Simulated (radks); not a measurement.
Question: These are the eigenvalues of the occupied orbitals of an atom or ion with whole-number occupations (hartree). Calculated with a radial shooting solver on a logarithmic mesh with Libxc functionals: non-relativistic Kohn-Sham, PBE, spin-polarised, spherical densities, point nucleus.

1s up: -1075.002
1s down: -1075.002
2s up: -162.2961
2s down: -162.2841
2p up: -152.2513
2p down: -152.2424
3s up: -34.09347
3s down: -34.08797
3p up: -29.92523
3p down: -29.91887
3d up: -22.19287
3d down: -22.18285
4s up: -7.94072
4s down: -7.90312
4p up: -6.51546
4p down: -6.47811
4d up: -4.10240
4d down: -4.06674

Which element is it, and in what charge state? The configuration may be excited. Open shells, if any, are filled with parallel spins first.

Answer: Z = 51, antimony, charge +6: Sb6+ in [Kr] 4d9. The list shows which subshells hold electrons but not how many an open one holds; the 1s level, -1075 hartree, gives Z - s = 46.4 by -(Z - s)^2/2, which with screening narrows Z to a few neighbours, and the depths of the outer levels then fix element, charge and occupations together.
